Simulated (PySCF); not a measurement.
## Rotational lines of BeSe

Lines J+1 ← J of the vibrational ground state, computed from RHF-CCSD(T) constants of BeSe, ¹Σ⁺ (singlet), closed shell (Be def2-TZVPP, Se def2-TZVPP; no relativity (PySCF 2.14); masses 9.0122 and 79.9165 u), in MHz:

| J | ν (MHz) |
| --- | --- |
| 5 | 207961.5 |
| 6 | 242609.0 |
| 7 | 277250.6 |
| 8 | 311885.4 |
| 9 | 346512.7 |

(1) Find B0 and the effective bond length r0; with αe = 0.00451 cm⁻¹, find Re.

Correlated steps freeze 9 core orbitals. Where the molecule has an RHF reference, its open-shell atoms are computed with UHF.

Results:

(1) ν = 2B0(J+1) − 4D(J+1)³ gives B0 = 0.57815 cm⁻¹. With the reduced mass μred = 8.0989 u, r0 = √(16.8576/(μred·B0)) (u, cm⁻¹, Å) = 1.8974 Å. Be = B0 + αe/2 = 0.58041 cm⁻¹ gives Re = 1.894 Å.
